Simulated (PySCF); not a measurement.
## Electron correlation in Dy⁺ (dysprosium, charge +1)

[Xe] 4f9 6s1 6p1, one real determinant (an excited configuration). Calculation: PySCF 2.14, in x2c-TZVPPall with one added diffuse shell each of s, p, d, f type (12s8p8d5f2g, 129 functions); scalar relativity by spin-free X2C-1e. Frozen: [Ar] 3d10; 37 electrons correlated.

MP2 pair energies summed by pair of shells (mhartree):

```csv
pair,energy,share (%)
4d-4f,-285.42,22.2
4f-4f,-233.15,18.1
4f-5p,-169.42,13.2
4d-4d,-128.64,10.0
5p-5p,-119.97,9.3
4d-5p,-71.09,5.5
4p-4d,-41.58,3.2
4f-5s,-36.77,2.9
4p-4f,-33.24,2.6
5s-5p,-31.35,2.4
4d-5s,-24.79,1.9
5p-6s,-16.70,1.3
4s-4d,-16.66,1.3
4s-4f,-13.53,1.1
4p-4p,-10.50,0.8
4p-5p,-8.93,0.7
5p-6p,-7.99,0.6
4f-6s,-7.01,0.5
5s-5s,-5.98,0.5
4p-5s,-4.73,0.4
4s-4p,-4.44,0.3
4f-6p,-3.45,0.3
4d-6s,-2.10,0.2
6s-6p,-1.58,0.1
4s-4s,-1.38,0.1
5s-6s,-1.26,0.1
4d-6p,-1.25,0.1
4s-5p,-0.96,0.1
4s-5s,-0.82,0.1
5s-6p,-0.68,0.1
```

Total MP2 correlation energy: -1285.8 mhartree.

Same-spin part -505.65 and opposite-spin part -780.19 mhartree; SCS-MP2 scales them by 1/3 and 6/5 to -1104.8 mhartree.

The reference is one real determinant that mixes LS terms of this configuration.

This basis was not built for core-valence correlation, so the inner-shell part is incomplete.
